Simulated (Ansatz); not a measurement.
Relaxation of Cl$_{2}$GaH$_{3}$ (6 atoms, charge 0, multiplicity 1), to a largest force component of 0.03 eV/Å in at most 50 steps.

Method: RHF/def2-SVP in Ansatz.

```xyz
6
Properties=species:S:1:pos:R:3
Ga 0.083 -0.606 -0.432
H 0.141 0.105 2.245
Cl 1.917 0.360 -0.974
H -1.293 0.023 -0.755
Cl 0.300 -2.590 0.521
H 0.185 -0.604 2.169
```

**Question.** Where does it end, and by what steps?

**Answer.** The forces met the threshold. After 5 steps the energy has fallen by 0.149 eV; Cl5 moved furthest, 0.48 Å.

| step | energy less start (eV) | largest force component (eV/Å) | accepted |
| --- | --- | --- | --- |
| 0 | 0.0000 | 1.503 | yes |
| 1 | -0.1214 | 0.304 | yes |
| 2 | -0.1360 | 0.299 | yes |
| 3 | -0.1431 | 0.229 | yes |
| 4 | -0.1483 | 0.041 | yes |
| 5 | -0.1490 | 0.010 | yes |

```xyz
6
Properties=species:S:1:pos:R:3
Ga 0.104 -0.725 -0.574
H 0.145 0.329 2.458
Cl 1.932 0.306 -1.028
H -1.279 -0.050 -0.732
Cl 0.314 -2.762 0.076
H 0.118 -0.409 2.574
```

Time of the run: 10 s on 1 thread of Arm Neoverse V1 (shared host), peak memory 0.17 GiB.
